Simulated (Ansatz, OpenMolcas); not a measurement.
How methods differ on C2HCl2Si (SMILES C#C[Si](Cl)Cl)

C2HCl2Si has 6 atoms, charge 0, and is taken as a doublet. As SMILES, `C#C[Si](Cl)Cl`. Geometry: relaxed at PBE0-D4/def2-TZVP.

```xyz
6

C     1.3245    0.4835    1.1115
C     0.5215    0.0954    0.2972
Si   -0.5044   -0.5838   -1.0218
Cl   -1.9140   -1.8306   -0.2261
Cl   -1.4060    0.9370   -2.0463
H     2.0204    0.8345    1.8394
```

Each level gives the energy change with the C2–Si3 bond stretched from 1.804 to 2.345 Å (eV). The values are calculated.

| level | kind | program | value (eV) | less CCSD(T)/cc-pVDZ | CPU time (all runs) |
| --- | --- | --- | --- | --- | --- |
| USVWN5/cc-pVDZ | LDA | Ansatz | 1.40 | +0.10 | 14 s |
| UPBE/cc-pVDZ | GGA | Ansatz | 1.26 | -0.04 | 26 s |
| U-r2SCAN/cc-pVDZ | meta-GGA | Ansatz | 1.39 | +0.09 | 67 s |
| UM06-L/cc-pVDZ | meta-GGA | OpenMolcas | 1.38 | +0.08 | 89 s |
| UPBE0/cc-pVDZ | global hybrid | Ansatz | 1.42 | +0.12 | 40 s |
| U-wB97X/cc-pVDZ | range-separated hybrid | Ansatz | 1.42 | +0.12 | 2.1 min |
| UB2PLYP/cc-pVDZ | double hybrid | Ansatz | 1.37 | +0.07 | 41 s |
| RPA@PBE0/cc-pVDZ | RPA | Ansatz | 1.28 | -0.02 | 46 s |
| ROCCSD(T)/cc-pVDZ | coupled cluster or CI | OpenMolcas | 1.30 | 0.00 | 79 s |

ROCCSD(T)/cc-pVDZ is the highest level here, not the true value. The first shape isn't each level's own minimum. The values span 1.26 to 1.42 eV. CPU times are rough (shared hosts, several kinds of processor and program).
